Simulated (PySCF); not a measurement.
**Working out the ionisation energy of Kr**

Kr [Kr] (1S) → Kr+ [Ar] 3d10 4s2 4p5 (2P). Computed with PySCF 2.14 in dyall-av2z (16s12p8d, 92 functions), with no relativity, point nucleus. Frozen: [Ar] 3d10; the 39 highest virtual orbitals dropped. Energies in hartree (1 hartree = 27.21139 eV):

| part | Kr (lower) | Kr+ (upper) |
| --- | --- | --- |
| UHF | -2752.023584 | -2751.537651 |
| MP2 opposite-spin | -0.101179 | -0.081852 |
| MP2 same-spin | -0.037493 | -0.027192 |

**Question.** What does Hartree-Fock give?

**Answer.** (-2751.537651) − (-2752.023584) = 0.485933 hartree = 13.223 eV.

**Question.** What do MP2 and SCS-MP2 (6/5 opposite-spin, 1/3 same-spin) give?

**Answer.** The opposite-spin parts differ by 0.526 eV and the same-spin parts by 0.280 eV. MP2: 13.223 + (0.526) + (0.280) = 14.029 eV. SCS-MP2: 13.223 + 1.2 × (0.526) + (0.280)/3 = 13.948 eV.

Measured between the centres of the two terms (NIST): 14.222 eV, so MP2 (valence) is off by -0.193 eV.

The calculation is non-relativistic.

A double-zeta basis recovers only part of the correlation energy.

What remains against the reference includes basis incompleteness, the frozen core and correlation beyond second order.
